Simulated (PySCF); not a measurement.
Compound: [GeCl5]- (charge -1).
Structure used (PBE0-D3(BJ)/def2-SVP), in Å, numbered top down from 1:
```
atom  x, y, z in Å
Ge1    0.0090   -0.0165   -0.0106
Cl2   -0.0041   -0.0225    2.2652
Cl3    0.0290   -0.0125   -2.2854
Cl4    2.2232    0.0019    0.0053
Cl5   -1.1083    1.8961   -0.0185
Cl6   -1.0857   -1.9424   -0.0252
```

Computed, not measured: TDDFT B3LYP/def2-SVPD, vertical, gas phase, core orbitals frozen in the response (PySCF). The B3LYP/def2-SVPD calculation is non-relativistic and has no spin–orbit coupling, an omission that weighs most on germanium.

Kohn–Sham orbitals with the atoms that hold most of them (Löwdin shares over 4%, at most four atoms; ? is withheld):

```tsv
orbital	ε (eV)	atoms
LUMO+2	3.77	Cl5 35%, Cl4 29%, Ge1 18%, Cl6 8%
LUMO+1	3.52	Ge1 32%, Cl6 16%, Cl5 15%, Cl4 15%
LUMO	0.96	?
HOMO	-3.93	Cl3 31%, Cl2 30%, Cl4 25%, Cl6 12%
HOMO-1	-3.93	Cl3 31%, Cl2 29%, Cl5 24%, Cl6 14%
HOMO-2	-4.37	Cl2 44%, Cl3 43%, Cl6 4%
HOMO-3	-4.37	Cl2 45%, Cl3 43%, Cl5 4%
```

(1) Give the leading atoms of the LUMO.

Results:

(1) Ge1 (bonded to 5 Cl) 22%; Cl6 (bonded to Ge) 17%; Cl5 (bonded to Ge) 17%; Cl4 (bonded to Ge) 17%. By element: chlorine 50% or more, germanium 22%.

Within 0.005 eV of a neighbour in this list lie HOMO-3/HOMO-2 (point group found: D3h); within a degenerate set the shares of single atoms can hang on how the components are chosen.

Question: How does S1 compare with the orbital gap of 4.89 eV?

Answer: S1 is at 3.87 eV (f = 0.0000), 1.02 eV below the gap, made of HOMO-1/HOMO→LUMO (100%). S1/S2 lie within about 0.01 eV of each other. 

Next come S2 at 3.88 eV (f 0.0000), HOMO-1/HOMO→LUMO (100%); S3 at 4.35 eV (f 0.012), HOMO-3/HOMO-2→LUMO (99%); S4 at 4.35 eV (f 0.012), HOMO-3/HOMO-2→LUMO (99%); S5 at 4.65 eV (f 0.061), HOMO-4→LUMO (99%).

Orbitals of the list HOMO-3 to LUMO+2 that lie within 0.01 eV of each other are written together with a slash and their weights summed (≥ marks a lower bound); for degenerate orbitals outside that list single weights are arbitrary.
